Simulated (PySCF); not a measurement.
**Au⁺ (gold, charge +1): UHF calculation**

Configuration: [Xe] 4f14 5d10, closed-shell 1S. All numbers are calculated (PySCF 2.14, scalar relativity through the core potential, in aug-cc-pVDZ-PP with ECP60MDF (5s5p4d2f, 54 functions)).

```
Total energy             : -134.498460 hartree
One-electron energy      : -233.1775 hartree
Hartree (Coulomb) energy : 110.5215 hartree
Exchange energy          : -11.8425 hartree
⟨S²⟩                     : 0.0000
⟨L²⟩                     : 0.000
Sum of ⟨r⟩               : 24.27 bohr
Sum of ⟨r²⟩              : 38.95 bohr²
Time after the integrals : 0.09 s of wall time on 1 thread of AMD EPYC 9R45 96-Core Processor (shared host)
```

```csv
shell,electrons,mean orbital energy (hartree),"rms radius, mean of both spins (bohr)"
5s,2,-4.96944,1.01
5p,6,-3.04109,1.16
5d,10,-0.76340,1.70
```

Energies and moments cover only the electrons outside the core potential. Spin-orbit coupling, which splits the p, d and f shells strongly at this Z, is absent.
